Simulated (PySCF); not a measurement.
C7H8, charge +1, doublet, at a GFN2-xTB geometry (a state made from the parent by changing its charge; the spin is typed, not shown lowest); PySCF with MP2/STO-3G.

Here is a job for PySCF.
```python
from pyscf import gto, scf, mp

mol = gto.Mole()
mol.atom = '''
    C    -2.367141   -0.082021    0.061024
    C    -0.909872   -0.040471   -0.051522
    C    -0.145309   -1.225988    0.114879
    C     1.222038   -1.158053    0.210060
    C     1.867173    0.075353    0.030531
    C     1.130567    1.258814   -0.134788
    C    -0.237113    1.196823   -0.230905
    H    -2.796260    0.871397    0.366692
    H    -2.718358   -0.898103    0.693165
    H    -2.769979   -0.293459   -0.942438
    H    -0.653759   -2.175316    0.200239
    H     1.803361   -2.052088    0.378457
    H     2.945325    0.103715   -0.056926
    H     1.642561    2.204840   -0.227323
    H    -0.814941    2.092273   -0.407536
'''
mol.basis = 'sto-3g'
mol.charge = 1
mol.spin = 1
mol.verbose = 4
mol.build()

mf = scf.UHF(mol)
mf.kernel()

pt = mp.MP2(mf)
pt.kernel()
print('E(MP2) = %.10f' % pt.e_tot)
```

**Question.** Write the output that PySCF gives for this input, abridged.

**Answer.** 
```
PySCF version 2.14.0

[INPUT] verbose = 4
[INPUT] num. atoms = 15
[INPUT] num. electrons = 49
[INPUT] charge = 1
[INPUT] spin (= nelec alpha-beta = 2S) = 1
[INPUT] symmetry False subgroup None
[INPUT] Mole.unit = angstrom
[INPUT] Symbol           X                Y                Z      unit          X                Y                Z       unit  Magmom
[INPUT]  1 C     -2.367141000000  -0.082021000000   0.061024000000 AA   -4.473248188229  -0.154997226463   0.115318647025 Bohr   0.0
[INPUT]  2 C     -0.909872000000  -0.040471000000  -0.051522000000 AA   -1.719408888410  -0.076479105987  -0.097362469390 Bohr   0.0
[INPUT]  3 C     -0.145309000000  -1.225988000000   0.114879000000 AA   -0.274594213434  -2.316781552003   0.217089847464 Bohr   0.0
[INPUT]  4 C      1.222038000000  -1.158053000000   0.210060000000 AA    2.309317133811  -2.188403007731   0.396955869726 Bohr   0.0
[INPUT]  5 C      1.867173000000   0.075353000000   0.030531000000 AA    3.528445597183   0.142396532664   0.057695228309 Bohr   0.0
[INPUT]  6 C      1.130567000000   1.258814000000  -0.134788000000 AA    2.136461995471   2.378813701768  -0.254712404878 Bohr   0.0
[INPUT]  7 C     -0.237113000000   1.196823000000  -0.230905000000 AA   -0.448078630574   2.261667689580  -0.436347210793 Bohr   0.0
[INPUT]  8 H     -2.796260000000   0.871397000000   0.366692000000 AA   -5.284165573076   1.646701675768   0.692947452069 Bohr   0.0
[INPUT]  9 H     -2.718358000000  -0.898103000000   0.693165000000 AA   -5.136952128520  -1.697168701650   1.309892009134 Bohr   0.0
[INPUT] 10 H     -2.769979000000  -0.293459000000  -0.942438000000 AA   -5.234501680797  -0.554557138789  -1.780949709383 Bohr   0.0
[INPUT] 11 H     -0.653759000000  -2.175316000000   0.200239000000 AA   -1.235425461470  -4.110751474384   0.378396869457 Bohr   0.0
[INPUT] 12 H      1.803361000000  -2.052088000000   0.378457000000 AA    3.407858393722  -3.877884303506   0.715180079925 Bohr   0.0
[INPUT] 13 H      2.945325000000   0.103715000000  -0.056926000000 AA    5.565857597835   0.195992945009  -0.107574549367 Bohr   0.0
[INPUT] 14 H      1.642561000000   2.204840000000  -0.227323000000 AA    3.103990432892   4.166543748486  -0.429578211815 Bohr   0.0
[INPUT] 15 H     -0.814941000000   2.092273000000  -0.407536000000 AA   -1.540015297679   3.953822947822  -0.770131425901 Bohr   0.0

nuclear repulsion = 270.03632477724
number of shells = 29
number of NR pGTOs = 129
number of NR cGTOs = 43
basis = sto-3g
ecp = {}

******** <class 'pyscf.scf.uhf.UHF'> ********
method = UHF
initial guess = minao
damping factor = 0
level_shift factor = 0
DIIS = <class 'pyscf.scf.diis.CDIIS'>
diis_start_cycle = 1
diis_space = 8
diis_damp = 0
SCF conv_tol = 1e-09
SCF conv_tol_grad = None
SCF max_cycles = 50
direct_scf = True
direct_scf_tol = 1e-13
number electrons alpha = 25  beta = 24
Set gradient conv threshold to 3.16228e-05
init E= -268.566851820021

cycle= 1 E= -266.176358747327  delta_E= 2.39  |g|= 0.27  |ddm|= 3.57
cycle= 2 E= -266.239217156255  delta_E= -0.0629  |g|= 0.0766  |ddm|= 0.483
cycle= 3 E= -266.246612684541  delta_E= -0.0074  |g|= 0.0346  |ddm|= 0.153
cycle= 4 E= -266.248579959082  delta_E= -0.00197  |g|= 0.0189  |ddm|= 0.0687
cycle= 5 E= -266.249539861307  delta_E= -0.00096  |g|= 0.0127  |ddm|= 0.0514
cycle= 6 E= -266.250147283194  delta_E= -0.000607  |g|= 0.00938  |ddm|= 0.049
cycle= 7 E= -266.250480051908  delta_E= -0.000333  |g|= 0.00909  |ddm|= 0.0297
cycle= 8 E= -266.250861582379  delta_E= -0.000382  |g|= 0.00909  |ddm|= 0.0336
cycle= 9 E= -266.250418846635  delta_E= 0.000443  |g|= 0.00898  |ddm|= 0.039
cycle= 10 E= -266.247161265639  delta_E= 0.00326  |g|= 0.0072  |ddm|= 0.347
cycle= 11 E= -266.246794158119  delta_E= 0.000367  |g|= 0.00604  |ddm|= 0.0575
cycle= 12 E= -266.243650174642  delta_E= 0.00314  |g|= 0.0117  |ddm|= 0.354
cycle= 13 E= -266.248080634304  delta_E= -0.00443  |g|= 0.00663  |ddm|= 0.521
cycle= 14 E= -266.249725133787  delta_E= -0.00164  |g|= 0.009  |ddm|= 0.173
cycle= 15 E= -266.250910287107  delta_E= -0.00119  |g|= 0.0101  |ddm|= 0.108
cycle= 16 E= -266.252359553641  delta_E= -0.00145  |g|= 0.012  |ddm|= 0.134
cycle= 17 E= -266.250526773325  delta_E= 0.00183  |g|= 0.0114  |ddm|= 0.164
cycle= 18 E= -266.253520398078  delta_E= -0.00299  |g|= 0.0185  |ddm|= 0.325
cycle= 19 E= -266.252000739418  delta_E= 0.00152  |g|= 0.0155  |ddm|= 0.182
cycle= 20 E= -266.251504426499  delta_E= 0.000496  |g|= 0.0135  |ddm|= 0.0516
cycle= 21 E= -266.245484327205  delta_E= 0.00602  |g|= 0.00823  |ddm|= 0.686
cycle= 22 E= -266.244904165046  delta_E= 0.00058  |g|= 0.00786  |ddm|= 0.0699
cycle= 23 E= -266.230511606873  delta_E= 0.0144  |g|= 0.044  |ddm|= 0.537
cycle= 24 E= -266.242985114573  delta_E= -0.0125  |g|= 0.0131  |ddm|= 0.387
cycle= 25 E= -266.234719218158  delta_E= 0.00827  |g|= 0.0353  |ddm|= 0.298
cycle= 26 E= -266.241644544458  delta_E= -0.00693  |g|= 0.0173  |ddm|= 0.226
cycle= 27 E= -266.243339067575  delta_E= -0.00169  |g|= 0.0124  |ddm|= 0.0951
cycle= 28 E= -266.245084721692  delta_E= -0.00175  |g|= 0.00775  |ddm|= 0.148
cycle= 29 E= -266.247315903633  delta_E= -0.00223  |g|= 0.00604  |ddm|= 0.301
cycle= 30 E= -266.247583820285  delta_E= -0.000268  |g|= 0.00636  |ddm|= 0.0358
cycle= 31 E= -266.245446644433  delta_E= 0.00214  |g|= 0.00697  |ddm|= 0.295
cycle= 32 E= -266.245531720765  delta_E= -8.51e-05  |g|= 0.00681  |ddm|= 0.0105
cycle= 33 E= -266.246486880203  delta_E= -0.000955  |g|= 0.00575  |ddm|= 0.131
cycle= 34 E= -266.245838384659  delta_E= 0.000648  |g|= 0.00631  |ddm|= 0.0917
cycle= 35 E= -266.246409178102  delta_E= -0.000571  |g|= 0.00588  |ddm|= 0.0805
cycle= 36 E= -266.24686377941  delta_E= -0.000455  |g|= 0.006  |ddm|= 0.0666
cycle= 37 E= -266.246866087519  delta_E= -2.31e-06  |g|= 0.00593  |ddm|= 0.000982
cycle= 38 E= -266.246714738356  delta_E= 0.000151  |g|= 0.00586  |ddm|= 0.0221
cycle= 39 E= -266.247493270418  delta_E= -0.000779  |g|= 0.00636  |ddm|= 0.109
cycle= 40 E= -266.247440970205  delta_E= 5.23e-05  |g|= 0.00632  |ddm|= 0.00815
cycle= 41 E= -266.247400695869  delta_E= 4.03e-05  |g|= 0.00627  |ddm|= 0.0212
cycle= 42 E= -266.247157233195  delta_E= 0.000243  |g|= 0.0061  |ddm|= 0.0371
cycle= 43 E= -266.24653467146  delta_E= 0.000623  |g|= 0.00594  |ddm|= 0.0927
cycle= 44 E= -266.230883567501  delta_E= 0.0157  |g|= 0.0442  |ddm|= 0.735
cycle= 45 E= -266.244381213736  delta_E= -0.0135  |g|= 0.00957  |ddm|= 0.484
cycle= 46 E= -266.244231344021  delta_E= 0.00015  |g|= 0.01  |ddm|= 0.0247
cycle= 47 E= -266.24631904336  delta_E= -0.00209  |g|= 0.00589  |ddm|= 0.239
cycle= 48 E= -266.245774839897  delta_E= 0.000544  |g|= 0.00671  |ddm|= 0.0711
cycle= 49 E= -266.24647581433  delta_E= -0.000701  |g|= 0.00565  |ddm|= 0.107
cycle= 50 E= -266.248690846794  delta_E= -0.00222  |g|= 0.00776  |ddm|= 0.299
SCF not converged.
SCF energy = -266.248690846794 after 50 cycles  <S^2> = 0.82214631  2S+1 = 2.07089

******** <class 'pyscf.mp.ump2.UMP2'> ********
nocc = (np.int64(25), np.int64(24)), nmo = (43, 43)
Init E(MP2) = -0.376766135929877
cycle = 1  E_corr(MP2) = -0.376824537418574  dE = -5.84014887e-05  norm(t2) = 0.00065817
cycle = 2  E_corr(MP2) = -0.37682503177805  dE = -4.94359476e-07  norm(t2) = 2.22521e-06
cycle = 3  E_corr(MP2) = -0.376825032834265  dE = -1.05621434e-09  norm(t2) = 9.45613e-09
E(UMP2) = -266.625515879628  E_corr = -0.376825032834265
E(SCS-UMP2) = -266.639028479349  E_corr = -0.3903376325556
E_corr(same-spin) = -0.0713681617448287
E_corr(oppo-spin) = -0.305456871089436
E(MP2) = -266.6255158796
```

Convergence was not reached.
